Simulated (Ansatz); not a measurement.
Diatomic SnF, multiplicity 2 (lowest of 2S+1 = 2, 4 at CCSD(T)/def2-TZVPP on PBE0 minima; our sources give no spin for the ground state, which may be another). No spin–orbit coupling.

Seven points along R, fitted to fifth degree in 1/R; most abundant isotopes. In def2 and cc sets the state is the lowest found near the PBE0 minimum, followed along R.

Correlated levels freeze the inner cores; with def2 sets outer-core shells near the valence are correlated too.

Programs: Ansatz (a quantum-chemistry and plane-wave program) with Gaussian orbitals. Values without a source in brackets are computed. In def2 rows elements past Kr take small-core potentials, without spin–orbit coupling.

Energies at CCSD(T)/def2-TZVPP:

```
R (Å)       E (hartree)
--------  -------------
1.810703  -313.39869087
1.859378  -313.40415385
1.904159  -313.40666814
1.954780  -313.40723157
2.005402  -313.40590977
2.063812  -313.40261800
2.131957  -313.39705298
```

With a reduced mass of 16.3999 u, find the minimum, the force constant and the constants.

A fifth-degree polynomial in 1/R puts the minimum at r_e = 1.9427 Å with force constant 340 N/m. Then ω_e = (1/2πc)√(k/μ) = 593 cm⁻¹ and B_e = h/(8π²cμr_e²) = 0.2724 cm⁻¹; the cubic and quartic terms give α_e = 0.0018 and ω_e x_e = 2.7 cm⁻¹.
